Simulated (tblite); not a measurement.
Compound: C4H13GaOSi2.
Numbering: `[SiH3:1][CH2:2][C:3]1=[CH:4][GaH2-:5][O+:6]([SiH3:7])[CH2:8]1` (hydrogens: H9, H10, H11 on Si1; H12, H13 on C2; H14 on C4; H15, H16 on Ga5; H17, H18, H19 on Si7; H20, H21 on C8)
Bond orders are those of one Lewis drawing.

Computed with GFN2-xTB (tblite), gas phase: L-BFGS steps from a force-field or distance-geometry start until the largest atomic force falls under 0.01 eV/Å.

Step 114: E = -651.3761 eV
```
atom  x, y, z in Å  |  force x, y, z in eV/Å
Si1     2.6308    1.0234    0.1262   -0.007  -0.011   0.001
C2      1.9208   -0.5779    0.8921    0.001  -0.009   0.022
C3      0.5595   -0.8763    0.3554    0.014  -0.004  -0.004
C4      0.2771   -1.6874   -0.6695    0.002   0.010  -0.011
Ga5    -1.6747   -1.6958   -1.0897    0.007  -0.005   0.015
O6     -1.6577    0.0631    0.1410   -0.013  -0.002  -0.012
Si7    -2.2388    1.5790   -0.1841    0.007   0.003  -0.017
C8     -0.5707   -0.1406    1.0364    0.007  -0.001  -0.005
H9      1.7219    2.1415    0.4038   -0.004   0.004   0.000
H10     3.9256    1.2934    0.7519    0.004  -0.007  -0.002
H11     2.7747    0.8503   -1.3169   -0.005  -0.008  -0.006
H12     2.5931   -1.4081    0.6719   -0.003   0.014  -0.004
H13     1.8758   -0.4708    1.9779    0.002  -0.003   0.006
H14     1.1154   -2.1992   -1.1380   -0.008   0.009   0.001
H15    -2.2746   -1.1663   -2.4317    0.003   0.008   0.005
H16    -2.6760   -2.5618   -0.2566    0.002   0.005   0.001
H17    -1.2067    2.3362   -0.8990   -0.010   0.001   0.007
H18    -2.5065    2.1854    1.1238    0.000  -0.017   0.005
H19    -3.4286    1.2536   -0.9515   -0.004   0.001  -0.005
H20    -0.2239    0.8183    1.4325    0.013   0.012  -0.001
H21    -0.9454   -0.7430    1.8749   -0.008  -0.002   0.004
```

Step 115: E = -651.3763 eV
```
atom  x, y, z in Å  |  force x, y, z in eV/Å
Si1     2.6332    1.0233    0.1273   -0.008  -0.015   0.001
C2      1.9215   -0.5784    0.8906    0.002  -0.018   0.032
C3      0.5598   -0.8760    0.3541    0.024  -0.013  -0.010
C4      0.2766   -1.6889   -0.6691    0.000   0.004  -0.010
Ga5    -1.6758   -1.6972   -1.0882    0.014  -0.003   0.016
O6     -1.6566    0.0641    0.1396   -0.022  -0.001  -0.020
Si7    -2.2430    1.5785   -0.1830    0.015   0.003  -0.025
C8     -0.5689   -0.1373    1.0340    0.014  -0.002  -0.010
H9      1.7283    2.1426    0.4113   -0.007   0.009   0.000
H10     3.9303    1.2877    0.7500    0.009  -0.005   0.001
H11     2.7730    0.8551   -1.3166   -0.006  -0.009  -0.009
H12     2.5938   -1.4089    0.6700   -0.011   0.021  -0.003
H13     1.8754   -0.4728    1.9769    0.008  -0.002  -0.004
H14     1.1141   -2.2036   -1.1365   -0.013   0.016   0.006
H15    -2.2735   -1.1707   -2.4318    0.000   0.010   0.001
H16    -2.6795   -2.5594   -0.2541    0.003   0.004   0.002
H17    -1.2093    2.3420   -0.8896   -0.014  -0.001   0.011
H18    -2.5204    2.1793    1.1250   -0.002  -0.015   0.010
H19    -3.4259    1.2508   -0.9601   -0.005   0.001  -0.004
H20    -0.2196    0.8222    1.4253    0.012   0.025   0.004
H21    -0.9426   -0.7354    1.8756   -0.011  -0.008   0.010
```

Step 116: E = -651.3767 eV
```
atom  x, y, z in Å  |  force x, y, z in eV/Å
Si1     2.6391    1.0219    0.1290   -0.008  -0.017   0.003
C2      1.9226   -0.5790    0.8888    0.002  -0.027   0.041
C3      0.5606   -0.8750    0.3517    0.035  -0.020  -0.011
C4      0.2764   -1.6909   -0.6686   -0.006  -0.010  -0.011
Ga5    -1.6768   -1.6996   -1.0856    0.022  -0.001   0.013
O6     -1.6547    0.0662    0.1351   -0.029   0.001  -0.029
Si7    -2.2526    1.5776   -0.1808    0.025   0.002  -0.034
C8     -0.5661   -0.1307    1.0286    0.021  -0.003  -0.016
H9      1.7435    2.1448    0.4259   -0.010   0.015   0.001
H10     3.9423    1.2732    0.7437    0.012  -0.002   0.004
H11     2.7687    0.8634   -1.3168   -0.007  -0.013  -0.012
H12     2.5948   -1.4101    0.6681   -0.023   0.026   0.001
H13     1.8740   -0.4752    1.9757    0.018   0.000  -0.016
H14     1.1125   -2.2107   -1.1335   -0.019   0.024   0.010
H15    -2.2709   -1.1811   -2.4334   -0.005   0.013  -0.003
H16    -2.6838   -2.5533   -0.2475    0.004   0.001   0.004
H17    -1.2162    2.3549   -0.8691   -0.018  -0.004   0.014
H18    -2.5489    2.1654    1.1287   -0.006  -0.012   0.014
H19    -3.4215    1.2460   -0.9768   -0.006   0.001   0.001
H20    -0.2133    0.8303    1.4118    0.010   0.043   0.009
H21    -0.9387   -0.7210    1.8758   -0.013  -0.018   0.017
```

Step 117: E = -651.3772 eV
```
atom  x, y, z in Å  |  force x, y, z in eV/Å
Si1     2.6500    1.0184    0.1315   -0.005  -0.011   0.003
C2      1.9244   -0.5804    0.8870    0.002  -0.031   0.044
C3      0.5624   -0.8730    0.3478    0.039  -0.025  -0.010
C4      0.2767   -1.6941   -0.6678   -0.011  -0.022  -0.006
Ga5    -1.6770   -1.7031   -1.0817    0.026   0.002   0.000
O6     -1.6515    0.0700    0.1248   -0.028   0.009  -0.034
Si7    -2.2701    1.5762   -0.1767    0.029   0.003  -0.038
C8     -0.5616   -0.1187    1.0185    0.026  -0.003  -0.016
H9      1.7712    2.1485    0.4515   -0.005   0.016   0.002
H10     3.9652    1.2455    0.7309    0.004   0.001   0.003
H11     2.7602    0.8767   -1.3179   -0.010  -0.018  -0.004
H12     2.5961   -1.4122    0.6661   -0.035   0.024   0.005
H13     1.8722   -0.4792    1.9743    0.029   0.005  -0.028
H14     1.1106   -2.2219   -1.1280   -0.021   0.033   0.015
H15    -2.2664   -1.2011   -2.4376   -0.010   0.016  -0.002
H16    -2.6884   -2.5411   -0.2342    0.003  -0.005   0.006
H17    -1.2304    2.3790   -0.8315   -0.027  -0.009   0.018
H18    -2.5993    2.1394    1.1363   -0.010  -0.017   0.002
H19    -3.4150    1.2384   -1.0059    0.004   0.006   0.016
H20    -0.2045    0.8457    1.3886    0.007   0.050   0.007
H21    -0.9336   -0.6960    1.8748   -0.009  -0.025   0.016
```

Problem. Estimate the geometry and energy of step 118. (The exact step hangs on the optimiser's Hessian estimate; all steps are aligned on step 117, rigid shifts and turns removed.)

Solution. E = -651.3778 eV, largest force 0.056 eV/Å
```
atom  x, y, z in Å  |  force x, y, z in eV/Å
Si1     2.6596    1.0119    0.1315    0.005   0.002   0.005
C2      1.9242   -0.5804    0.8905    0.006  -0.023   0.034
C3      0.5640   -0.8700    0.3459    0.030  -0.018  -0.002
C4      0.2806   -1.6911   -0.6701   -0.019  -0.032   0.000
Ga5    -1.6728   -1.7037   -1.0803    0.018   0.005  -0.019
O6     -1.6494    0.0735    0.1131   -0.016   0.012  -0.034
Si7    -2.2852    1.5752   -0.1734    0.035  -0.001  -0.026
C8     -0.5609   -0.1107    1.0099    0.023  -0.001  -0.018
H9      1.7969    2.1496    0.4673    0.001   0.019   0.004
H10     3.9871    1.2175    0.7126   -0.010   0.005   0.002
H11     2.7501    0.8790   -1.3205   -0.013  -0.024   0.001
H12     2.5956   -1.4131    0.6738   -0.039   0.006   0.007
H13     1.8669   -0.4772    1.9772    0.036   0.010  -0.026
H14     1.1142   -2.2220   -1.1262   -0.010   0.027   0.011
H15    -2.2627   -1.2182   -2.4422   -0.012   0.017   0.003
H16    -2.6839   -2.5282   -0.2206    0.000  -0.014   0.007
H17    -1.2467    2.3993   -0.8013   -0.015  -0.001   0.009
H18    -2.6350    2.1141    1.1443   -0.018  -0.012   0.004
H19    -3.4126    1.2360   -1.0247   -0.006   0.003   0.014
H20    -0.2036    0.8560    1.3741    0.012   0.054   0.005
H21    -0.9352   -0.6807    1.8699   -0.006  -0.032   0.019
```

The energy changes by -0.0005 eV. The first-order estimate −F·Δx gives -0.0009 eV and the mean of the old and new forces, exact on a quadratic surface, -0.0006 eV. The step makes an angle of 86° with the force vector and moves no atom by more than 0.044 Å.

What follows is the cost of the whole relaxation. On Arm Neoverse N1, one thread (shared host), this took 4.5 s of wall time.
